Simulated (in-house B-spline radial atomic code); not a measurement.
**Ionising the samarium ion Sm⁵³⁺ with different functionals**

Computed with a radial B-spline atomic code at the basis-set limit: scalar-relativistic (spin-free X2C) Hamiltonian, Fermi nucleus of rms radius 5.0819 fm, spin-polarised at highest spin, spherical fractional occupations for the functionals, the average over the highest-spin determinants for Hartree-Fock. The ionisation energy is the difference of two self-consistent energies, [He] 2s2 2p5 → [He] 2s2 2p4, without Breit or QED terms; ε is the level of the shell that loses the electron (its least bound occupied spin orbital). There is no spin-orbit coupling in this Hamiltonian.

Hybrids are left out here: with spherical fractional occupations of an open shell their exact exchange keeps a self-interaction that integer-occupation calculations don't have.

```
      method          rung  ΔSCF (eV)  -ε(2p) (eV)
Hartree-Fock  Hartree-Fock          ?            ?
    LDA PW92           LDA    10962.9      10829.5
        BP86           GGA          ?            ?
         PBE           GGA    10967.4      10834.1
```

Problem. What does BP86 give?

Solution. ΔSCF 10969.7 eV, and -ε(2p) = 10836.1 eV.

Problem. What does Hartree-Fock give?

Solution. ΔSCF 10965.7 eV, and -ε(2p) = 10968.6 eV.

Problem. How do they compare with the NIST value?

Solution. NIST lists 10762 eV ± 5 (tabulated theory, ground level to ground level). Errors run from +200.9 to +207.7 eV. The correlated functionals all miss on the same side by more than they spread, so the cause is common to them (spin-orbit coupling, Breit-QED terms, multiplet and fine-structure energies, or a listed next ion that isn't the cheapest removal here) and closeness doesn't rank the functionals. Hartree-Fock also lacks correlation.
